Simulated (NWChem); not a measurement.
## C₄H₅F

SMILES: FC1=CCC1
```xyz
10

F     -0.1131     1.8434     0.0000
C     -0.0920     0.5165     0.0000
C     -1.0471    -0.4210     0.0000
C     -0.0057    -1.5350     0.0000
C      1.0915    -0.4077     0.0000
H     -2.1371    -0.4095     0.0000
H      0.0071    -2.1756    -0.8972
H      0.0071    -2.1756     0.8972
H      1.7302    -0.3734    -0.8979
H      1.7302    -0.3734     0.8979
```
Charge 0, spin multiplicity 1.

All runs are NWChem calculations. All single points use one geometry, from B3LYP/def2-SVP, a minimum by its harmonic frequencies. It is one conformer; others weren't searched.

The structure started from a generated list of species. The stability of the SCF solutions was not checked. Open-shell Hartree-Fock references start from PBE0 orbitals.

Worked example. At HF/def2-TZVP the molecule has a total energy of -253.85463 Ha and the free atoms (multiplicities F 2, C 3, H 2) H -0.49981, C -37.69248, F -99.41180 Ha. The electronic atomisation energy is the atoms' sum less the molecule's energy.

1·(-99.41180) + 4·(-37.69248) + 5·(-0.49981) = -252.68077 Ha for the atoms; less the molecule's energy this leaves 1.17386 Ha, or 736.6 kcal/mol (3082 kJ/mol), without zero-point, thermal or spin-orbit terms.
